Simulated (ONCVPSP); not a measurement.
## Zn (Z = 30): variants of one ONCV potential

Base potential:

```json
{"Element": "Zn", "Generator": "ONCVPSP 4.0.1", "Type": "optimised norm-conserving Vanderbilt (ONCV)", "Functional": "PBEsol", "Relativity": "scalar-relativistic", "Frozen core": "[Ne]", "Valence charge": "20", "Reference configuration": "3s2 3p6 3d10 4s2", "Partial waves": "3s+4s: rc 1.35 bohr, ncon 4, nbas 8, qcut 7.6 1/bohr, 2 projectors; 3p: rc 1.00 bohr, ncon 4, nbas 7, qcut 13.4 1/bohr, 1 projector; 3d: rc 1.20 bohr, ncon 4, nbas 8, qcut 15.1 1/bohr, 2 projectors, debl 3.5 Ha", "Local potential": "polynomial inside 0.85 bohr (lpopt 5, dvloc0 0 Ha)", "Core correction": "Teter function, fcfact 2, rcfact 1.25"}
```

All-electron outer shells of the reference configuration (PBEsol, scalar-relativistic, ld1.x):

| shell | level (eV) | outermost node (bohr) | outermost maximum (bohr) |
| --- | --- | --- | --- |
| 2p | -1003.46 | – | 0.15 |
| 3s | -128.92 | 0.28 | 0.59 |
| 3p | -83.26 | 0.25 | 0.59 |
| 3d | -10.17 | – | 0.56 |
| 4s | -6.00 | 0.85 | 2.09 |

Cutoffs, loose and tight: the cutoffs (Ha) at which the residual kinetic energy of the hardest occupied pseudo-wave falls to 1 and 0.1 mHa per electron. They do not see the model core or the augmentation charge, which bear on the density cutoff. Test errors are all-electron minus pseudo excitation energies from the reference, over the configurations 3s2 3p6 3d10 4s1; 3s2 3p6 3d10 4s0; 3s2 3p6 3d9 4s0; 3s1 3p6 3d10 4s2. A dash means not determined; rows that change the core or the reference have their own tests.

```csv
change,outcome,"cutoff, loose","cutoff, tight",bound ghosts,GHOST(+) flags above zero,largest test error (meV)
base,generated,80 Ha,91 Ha,none,none,-405
"local potential polynomial inside 0.85 bohr (lpopt 5, dvloc0 -2.5 Ha)",generated,80 Ha,91 Ha,none,none,-400
"local potential polynomial inside 0.85 bohr (lpopt 5, dvloc0 -0.5 Ha)",generated,80 Ha,91 Ha,none,none,-403
"local potential polynomial inside 0.85 bohr (lpopt 5, dvloc0 1.5 Ha)",generated,80 Ha,91 Ha,none,none,-400
"local potential polynomial inside 0.85 bohr (lpopt 5, dvloc0 3 Ha)",generated,80 Ha,91 Ha,none,none,-403
"local potential polynomial inside 0.85 bohr (lpopt 5, dvloc0 5 Ha)",generated,80 Ha,91 Ha,none,none,-403
"local potential polynomial inside 0.85 bohr (lpopt 5, dvloc0 7 Ha)",generated,80 Ha,91 Ha,none,none,-408
"local potential polynomial inside 0.85 bohr (lpopt 5, dvloc0 9 Ha)",generated,80 Ha,91 Ha,none,none,-405
```

Reading the sweep of the dvloc0 (base included, trends over the rows without a ghost): The loose cutoff stays near 80 Ha. The median size of the test errors (rows with all tests solved) stays near 3.4 meV.
